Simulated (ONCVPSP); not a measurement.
**bismuth: variants of one ONCV potential**

Base potential:

Bi, optimised norm-conserving Vanderbilt (ONCV), made with ONCVPSP 4.0.1 (PBE, scalar-relativistic). Core [Kr] 4d10 4f14, reference 5s2 5p6 5d10 6s2 6p3. Waves: 5s+6s: rc 1.30 bohr, ncon 3, nbas 6, qcut 8.7 1/bohr, 2 projectors; 5p+6p: rc 1.25 bohr, ncon 3, nbas 7, qcut 9.4 1/bohr, 2 projectors; 5d: rc 1.60 bohr, ncon 3, nbas 8, qcut 7.7 1/bohr, 1 projector. Local part: polynomial inside 1.10 bohr (lpopt 5, dvloc0 6 Ha). Core correction: Teter function, fcfact 3.25, rcfact 1.55.

Cutoffs, loose and tight: the cutoffs (Ha) at which the residual kinetic energy of the hardest occupied pseudo-wave falls to 1 and 0.1 mHa per electron. They do not see the model core or the augmentation charge, which bear on the density cutoff. Test errors are all-electron minus pseudo excitation energies from the reference, over the configurations 5s2 5p6 5d10 6s2 6p2; 5s2 5p6 5d10 6s2 6p1; 5s2 5p6 5d10 6s2 6p0; 5s2 5p6 5d10 6s1 6p0. A dash means not determined; rows that change the core or the reference have their own tests.

A true bound ghost makes a file unfit for plane-wave use even where its test errors are small: the radial tests pick states by their node count and pass the ghost by.

```tsv
change	outcome	cutoff, loose	cutoff, tight	bound ghosts	GHOST(+) flags above zero	largest test error (meV)
base	generated	35 Ha	41 Ha	none	s	-50
core correction Teter function, fcfact 3.25, rcfact 1.38	generated	35 Ha	41 Ha	none	s	-46
local potential polynomial inside 1.10 bohr (lpopt 5, dvloc0 0 Ha)	generated	35 Ha	41 Ha	none	s	-49
s: ncon 4, nbas 7	generated	35 Ha	41 Ha	s	none	-50
core correction Teter function, fcfact 5.4, rcfact 1.55	generated	35 Ha	41 Ha	none	s	-53
core correction none	generated	35 Ha	41 Ha	none	s	-43
s: rc 1; local potential polynomial inside 1.00 bohr (lpopt 5, dvloc0 6 Ha)	generated	55 Ha	134 Ha	none	s	-46
local potential polynomial inside 0.85 bohr (lpopt 5, dvloc0 0 Ha)	generated	35 Ha	41 Ha	s	p	-49
```

(1) What comes out with this change to the base: s: qcut 5.3?

(2) What comes out with this change to the base: fully relativistic?

(3) What comes out with this change to the base: s: qcut 8.9; p: qcut 9.6; d: qcut 7.9?

Results:

(1) outcome: generated; cutoff, loose: 52 Ha; cutoff, tight: 96 Ha; bound ghosts: none; GHOST(+) flags above zero: s; largest test error (meV): -54.

(2) outcome: generated; cutoff, loose: 35 Ha; cutoff, tight: 42 Ha; bound ghosts: none; GHOST(+) flags above zero: s; largest test error (meV): -9.1.

(3) outcome: generated; cutoff, loose: 36 Ha; cutoff, tight: 42 Ha; bound ghosts: none; GHOST(+) flags above zero: s; largest test error (meV): -48.
